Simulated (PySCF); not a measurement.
## Structure from 2D NMR

Compound of formula C$_{8}$H$_{7}$B. Correlations simulated from computed shifts and couplings:

HSQC (one-bond C–H):
```tsv
δH	δC	¹J(C,H) (Hz)
8.88	168.9	148
8.51	165.0	146
8.05	155.3	158
7.69	147.5	164
7.45	142.2	161
3.40	88.5	276
```

COSY cross peaks (|J| ≥ 2 Hz):
```tsv
δH	δH	abs. J (Hz)	bonds
8.88	6.34	7.5	3
8.51	8.05	14.2	3
8.51	6.34	7.0	3
8.05	7.45	9.7	3
7.69	7.45	13.1	3
```

HMBC (two and three bonds, |J| ≥ 2.5 Hz):
```tsv
δH	δC [abs. J in Hz]
8.88	165.0 [8.6], 147.8 [4.1], 147.5 [12.6], 91.6 [10.7]
8.51	168.9 [8.6], 155.3 [3.5], 142.2 [14.5]
8.05	147.5 [10.6]
7.69	168.9 [8.8], 155.3 [11.9], 91.6 [6.4]
7.45	165.0 [10.4], 147.8 [12.9]
6.34	168.9 [6.0], 165.0 [5.0], 155.3 [9.2], 147.8 [9.8]
3.40	147.8 [4.4], 91.6 [51.3]
```

Carbons without hydrogens: δ 147.8, 91.6.

[PySCF 2.14: coordinates at the PBE0-D3(BJ)/def2-SVP level; shieldings: GIAO PBE0/pcSseg-1; J: B3LYP/pcJ-1 (spin–dipole term only in couplings to heteroatoms); in vacuum; one computed conformer; no relativistic terms]

Scale: TMS for ¹H (σ = 31.27 ppm) and ¹³C (σ = 184.41 ppm) (reference shieldings calculated alike).

Exchangeable hydrogens are left out of these lists, and C,H couplings along chains are those of one rotamer, so weak HMBC peaks may be missing or extra.

Problem. Which molecule is this?

Solution. `C#CC1=CBC=CC=C1`.

Mapped SMILES: `[CH:1]#[C:2][C:3]1=[CH:4][BH:5][CH:6]=[CH:7][CH:8]=[CH:9]1` (H(Xn): hydrogen on atom n).

1. δC 168.9 is C4, an alkene CH (δH 8.88).
2. δC 165.0 is C6, an alkene CH (δH 8.51).
3. δC 155.3 is C7, an alkene CH (δH 8.05).
4. δC 147.8 is C3, a fully substituted alkene carbon.
5. δC 147.5 is C9, an alkene CH (δH 7.69).
6. δC 142.2 is C8, an alkene CH (δH 7.45).
7. δC 91.6 is C2, an alkyne carbon.
8. δC 88.5 is C1, a terminal alkyne carbon (δH 3.40).
9. HMBC from δH 8.88 reaches the proton-free carbons C3, C2.
10. HMBC from δH 7.69 reaches the proton-free carbon C2.
11. HMBC from δH 7.45 reaches the proton-free carbon C3.
12. HMBC from δH 6.34 reaches the proton-free carbon C3.
13. COSY links 8.88–6.34, 8.51–8.05, 8.51–6.34, 8.05–7.45, 7.69–7.45.

The data come from this structure; uniqueness wasn't tested.

Hydrogens on boron are broadened and split by ¹¹B (spin 3/2, 80 %) and 10B (spin 3). A carbon bonded to boron is broadened by the quadrupolar boron nucleus and is often missing from a measured spectrum. Unscaled 3J(H,H) at this level run about 10 % above measured values. Shifts are as computed. Against solution values, carbons near 30 ppm lie about +2 ppm off and those near 130 ppm about +5 ppm. Of 1313 compounds with measured shifts, 239 miss one by over three times the rms of a fit or turn the order of signals round; such compounds aren't used in these exercises.
